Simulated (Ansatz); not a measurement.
C3H9FMoO4 (`C[O][Mo](=[O])([F])([O]C)[O]C`), relaxed with RKS PBE-D4/def2-SVP in Ansatz from a rough embedded geometry. The force threshold is 0.03 eV/Å; the program also tests the step.

Charge 0, multiplicity 1. Mo: def2 effective core potential.

Start:

```xyz
18

C     0.605   -1.276   -2.031
O     0.291   -1.350   -0.652
Mo   -0.367    0.357    0.634
O    -1.114    1.999    0.422
F    -0.138    1.855    1.846
O     1.352    2.013    0.716
C     1.932    1.811   -0.551
O    -1.404   -1.591    0.754
C    -2.237   -1.460    1.925
H     1.547   -1.774   -2.182
H    -0.221   -1.572   -2.638
H     0.820   -0.169   -2.262
H     2.279    0.832   -0.611
H     1.193    2.069   -1.338
H     2.801    2.463   -0.703
H    -2.901   -2.309    2.041
H    -1.586   -1.377    2.817
H    -2.853   -0.521    1.814
```

Q: How much energy does the relaxation release, and in how many steps? (Best estimate.)

A: Computed: 1126.73 kJ/mol, in 56 steps, 1 of them rejected.

Q: Which bonds change most? (Best estimate.)

A: Computed: Mo3–O6 from 2.389 to 1.876 Å; O2–Mo3 from 2.237 to 1.871 Å; Mo3–O8 from 2.210 to 1.903 Å; Mo3–O4 from 1.816 to 1.690 Å.

Q: Give the relaxed structure. (An estimate is asked.)

A: Ansatz gave: 
```xyz
18

C    -0.381   -1.741   -2.192
O     0.038   -0.491   -1.721
Mo   -0.222    0.615   -0.236
O    -1.449    1.698   -0.661
F     0.105    1.010    1.615
O     1.368    1.583   -0.478
C     2.325    2.244    0.299
O    -1.168   -0.851    0.524
C    -1.623   -1.203    1.804
H     0.496   -2.370   -2.459
H    -0.971   -2.252   -1.394
H    -1.020   -1.614   -3.093
H     3.321    1.764    0.180
H     2.399    3.309   -0.015
H     2.027    2.196    1.372
H    -1.384   -2.268    2.015
H    -1.135   -0.564    2.573
H    -2.726   -1.065    1.867
```
